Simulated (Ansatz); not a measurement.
Li3PS4, relaxed as a singlet with RKS r2SCAN-D4/def2-SVP in Ansatz, starting from the GFN1-xTB geometry. Force threshold 0.02 eV/Å.

Another isomer (singlet) lies 1.96 eV lower at PBE0-D4/def2-TZVP; other spin states weren't run for this one.

Start:

```xyz
8

Li    0.124   -0.671    0.225
Li    0.919    1.744   -0.016
Li    3.044    0.809    2.722
P    -2.013   -0.171   -1.590
S    -0.796    1.355   -1.349
S     1.835    0.254    1.227
S    -0.955   -2.005   -1.411
S    -2.158   -1.316    0.194
```

Problem. Estimate the energy that the relaxation releases and the steps that it takes.

Solution. 0.44 eV, in 13 steps; 52 s on 4 threads of Arm Neoverse N1 on a shared host. The force fell under the threshold at step 11, but the optimiser went on. No frequencies were taken in this run, so the end may be a saddle point.

Problem. Does the start keep its bonding?

Solution. Bonds lost: Li1–S5 (atoms count from 1).

Problem. Predict the relaxed structure.

Solution. 
```
atom   x (Å)   y (Å)   z (Å)
 Li1   0.409  -1.052   0.506
 Li2   1.108   1.584  -0.450
 Li3   2.496   0.821   2.972
  P4  -2.151  -0.011  -1.506
  S5  -1.085   1.673  -1.342
  S6   2.173   0.251   0.954
  S7  -0.913  -1.888  -1.447
  S8  -2.035  -1.378   0.313
```
Bond lengths (bridged metal pairs left out): 6 × Li–S 2.12 to 2.50 Å; 3 × P–S 2.00 to 2.28 Å; 1 × S–S 2.15 Å.
